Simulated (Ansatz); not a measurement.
Molecule: Au$_{2}$, net charge 0, singlet state. SMILES: [Au][Au]
Geometry: optimised at B3LYP-D3(BJ)/def2-TZVP (Ansatz, a first-principles code).

Wanted: atomisation energy (electronic, to ground-state atoms), in kcal/mol. Correlated levels leave the core frozen unless marked. UHF or UKS for open shells. Spin-orbit coupling is left out. The frozen core is the preceding noble-gas configuration, with the filled d and f shells of earlier blocks. Past Kr the def2 sets carry scalar-relativistic core potentials. The coupled-cluster limit lacks core correlation, which all-electron functionals hold. CBS marks a two-point X^-3 extrapolation of the correlation energy; Hartree-Fock from the larger set.

```json
[
 {"level": "BLYP-D4/def2-TZVPD", "program": "Ansatz + dftd4", "atomisation energy (kcal/mol)": "___"},
 {"level": "revPBE-D4/def2-TZVPD", "program": "Ansatz + dftd4", "atomisation energy (kcal/mol)": "48.6"},
 {"level": "PBE0-D3(BJ)/def2-TZVP", "program": "Ansatz + dftd3", "atomisation energy (kcal/mol)": "___"},
 {"level": "r2SCAN0/def2-TZVPD", "program": "Ansatz", "atomisation energy (kcal/mol)": "46.4"},
 {"level": "HSE06/def2-TZVPD", "program": "Ansatz", "atomisation energy (kcal/mol)": "___"},
 {"level": "B2PLYP-D4/def2-TZVPD", "program": "Ansatz + dftd4", "atomisation energy (kcal/mol)": "___"},
 {"level": "RPA@PBE/def2-TZVPP", "program": "Ansatz", "atomisation energy (kcal/mol)": "40.0"},
 {"level": "SCS-MP2/def2-TZVPP", "program": "Ansatz", "atomisation energy (kcal/mol)": "46.8"},
 {"level": "SCS-MP2/def2-QZVPP", "program": "Ansatz", "atomisation energy (kcal/mol)": "51.2"},
 {"level": "SCS-MP2/def2-QZVPPD", "program": "Ansatz", "atomisation energy (kcal/mol)": "51.2"},
 {"level": "CCSD/def2-SVP", "program": "Ansatz", "atomisation energy (kcal/mol)": "38.0"},
 {"level": "CCSD/def2-QZVPP", "program": "Ansatz", "atomisation energy (kcal/mol)": "43.7"},
 {"level": "CCSD/def2-QZVPPD", "program": "Ansatz", "atomisation energy (kcal/mol)": "43.7"},
 {"level": "CCSD(T)/CBS(def2-TZVPPD,def2-QZVPPD)", "program": "Ansatz", "atomisation energy (kcal/mol)": "49.4"}
]
```

Some entries are withheld; supply them.


- BLYP-D4/def2-TZVPD, atomisation energy (kcal/mol): 50.0
- PBE0-D3(BJ)/def2-TZVP, atomisation energy (kcal/mol): 46.7
- HSE06/def2-TZVPD, atomisation energy (kcal/mol): 46.5
- B2PLYP-D4/def2-TZVPD, atomisation energy (kcal/mol): 47.5
